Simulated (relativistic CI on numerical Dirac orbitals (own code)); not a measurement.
# La³⁺: from the plainest model towards the measured levels

Calculated with a relativistic CI code on KLI orbitals (one set per configuration, finite nucleus), adding one ingredient at a time: step 1, Dirac-Coulomb, each configuration alone; step 2, with Breit and QED terms; step 3, with configuration mixing; step 4, with scaled Slater integrals (0.85); step 5, with a P86 correlation estimate; step 6, tied to the ionisation limit. P86 is a density functional for the correlation energy, evaluated here for each configuration and added to its levels. Step 6 is semi-empirical: configurations made of the next ion and one excited electron move by -365 cm⁻¹, so that their limit matches the tabulated ionisation energy, and those with a non-penetrating f or g electron also take the P86 value of the least penetrating other one.

Configurations in the expansion (outside the closed core [Kr] 4d10): 5s²5p⁶, 5s²5p⁵4f, 5s²5p⁵5d, 5s²5p⁵6s, 5s²5p⁵6p, 5s²5p⁵6d, 5s²5p⁵7s, 5s²5p⁵5f, 5s5p⁶5d, 5s5p⁶5f, 5s²5p⁵7p, 5p⁶4f², 5p⁵4f³, 5p⁵4f²5d, 5p⁵4f²6s, 5p⁵4f²6p, 5p⁵4f²6d, 5p⁵4f²7s.

Computed minus measured energy above the ground level, in cm⁻¹, for 17 of the 43 excited levels that pair in every step (one J of a term; a digit in brackets numbers repeated terms):

| Configuration | Term | J | Measured | Step 1 | Step 2 | Step 3 | Step 4 | Step 5 | Step 6 |
| --- | --- | --- | --- | --- | --- | --- | --- | --- | --- |
| 5s²5p⁵4f | 2[3/2] | 1 | 143355 | 6116 | 5171 | 3663 | 5527 | 4550 | 4186 |
| 5s²5p⁵5d | 2[1/2]° | 0 | 156100 | -2605 | -2794 | -3075 | -808 | 1493 | 1128 |
| 5s²5p⁵4f | 2[5/2] | 2 | 160486 | 9804 | 8768 | 8389 | 6957 | 5976 | 5611 |
| 5s²5p⁵5d | 2[3/2]° | 2 | 162868 | -1696 | -1971 | -2367 | -646 | 1667 | 1303 |
| 5s²5p⁵5d | 2[7/2]° | 4 | 163693 | -1415 | -1674 | -1909 | -671 | 1623 | 1259 |
| 5s²5p⁵5d | 2[5/2]° | 2 | 167922 | 649 | 420 | 289 | 596 | 2889 | 2524 |
| 5s²5p⁵6s | 2[3/2]° | 2 | 198303 | -1607 | -1595 | -1091 | -1025 | 4651 | 4286 |
| 5s²5p⁵6s | 2[1/2]° | 0 | 219337 | -475 | -737 | -621 | -498 | 5251 | 4886 |
| 5s²5p⁵6p | 2[1/2] | 1 | 231009 | -3538 | -3591 | -3693 | -2871 | 3544 | 3179 |
| 5s²5p⁵6p | 2[5/2] | 2 | 233402 | -2557 | -2588 | -2810 | -2669 | 3742 | 3377 |
| 5s²5p⁵6p | 2[3/2] | 1 | 237727 | -2492 | -2559 | -2638 | -2771 | 3642 | 3278 |
| 5s²5p⁵6d | 2[1/2]° | 0 | 284206 | -5222 | -5360 | -5193 | -4773 | 2092 | 1727 |
| 5s²5p⁵6d | 2[7/2]° | 4 | 285856 | -4646 | -4798 | -4829 | -4612 | 2257 | 1893 |
| 5s²5p⁵6d | 2[3/2]° | 2 | 286298 | -4812 | -4962 | -4882 | -4729 | 2140 | 1775 |
| 5s²5p⁵6d | 2[5/2]° | 2 | 287403 | -4554 | -4697 | -4680 | -4778 | 2091 | 1726 |
| 5s²5p⁵7s | 2[3/2]° | 2 | 292080 | -5640 | -5709 | -5635 | -5592 | 1912 | 1547 |
| 5s²5p⁵7s | 2[1/2]° | 0 | 313512 | -4758 | -5103 | -5063 | -5033 | 2475 | 2110 |

Mean absolute errors in cm⁻¹, over all paired levels and for the configurations:

| Configuration, levels | Step 1 | Step 2 | Step 3 | Step 4 | Step 5 | Step 6 |
| --- | --- | --- | --- | --- | --- | --- |
| all, 43 | 3654 | 3634 | 3256 | 2924 | 3553 | 3188 |
| 5s²5p⁵4f, 4 | 8760 | 7710 | 6731 | 6888 | 5911 | 5547 |
| 5s²5p⁵5d, 12 | 3192 | 3070 | 2534 | 1118 | 2943 | 2579 |
| 5s²5p⁵6s, 4 | 731 | 856 | 674 | 718 | 5014 | 4649 |
| 5s²5p⁵6p, 10 | 2147 | 2285 | 2547 | 2674 | 3742 | 3378 |
| 5s²5p⁵6d, 9 | 4312 | 4548 | 3704 | 3779 | 3054 | 2690 |
| 5s²5p⁵7s, 4 | 5140 | 5347 | 5291 | 5286 | 2211 | 1846 |

Measured levels: Martin, Zalubas and Hagan, Atomic Energy Levels: The Rare-Earth Elements, NSRDS-NBS 60 (1978).

The mean absolute error is lowest at step 4 (2924 cm⁻¹), and the largest single drop is from step 2 to 3 (3634 to 3256). Mixing lowers the ground level by 264; relative to it the configurations that move most are 5s²5p⁵4f by -979, 5s²5p⁵6d by +844, 5s²5p⁵5d by -777. The P86 estimate moves 5s²5p⁵7s by +7496, 5s²5p⁵6d by +6833, 5s²5p⁵6p by +6416, and takes the mean absolute error of the excited configurations from 2924 to 3553. Step 6 takes that error from 3553 to 3188.
